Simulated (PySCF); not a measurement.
B(I)(Me)2 (C2H6BI), SMILES CB(C)I.

The structure is a stationary point at B3LYP-D3(BJ)/def2-SVP. The def2 effective core potentials stand for the cores of I; spin–orbit coupling is left out.

Two levels are set side by side: PBE/def2-TZVP (PySCF) and ωB97X/def2-TZVP (PySCF). Same geometry, gas phase. Differences are taken from unrounded values.

```csv
quantity,ωB97X
orbital gap (eV),10.51
highest occupied level (eV),-9.43
lowest empty level (eV),1.08
dipole moment (D),2.07
mean polarisability (bohr³),70.7
```

**Question.** What does PBE give, and how far is it from ωB97X? (The exact figures need the calculation; the answer reports its results.)

**Answer.** 
| quantity | PBE | PBE minus ωB97X |
|---|---|---|
| orbital gap (eV) | 4.00 | -6.52 |
| highest occupied level (eV) | -6.08 | 3.35 |
| lowest empty level (eV) | -2.08 | -3.16 |
| dipole moment (D) | 1.87 | -0.20 |
| mean polarisability (bohr³) | 74.6 | 3.8 |

Without exact exchange PBE keeps part of each electron's self-repulsion, which lifts occupied levels and narrows the gap. PBE's more diffuse valence density responds more strongly to a field. Differences between two approximate levels are no errors against the true value.

Rough cost on one machine, each run with all the roots and properties that it gave: ωB97X against PBE within a factor of 2.
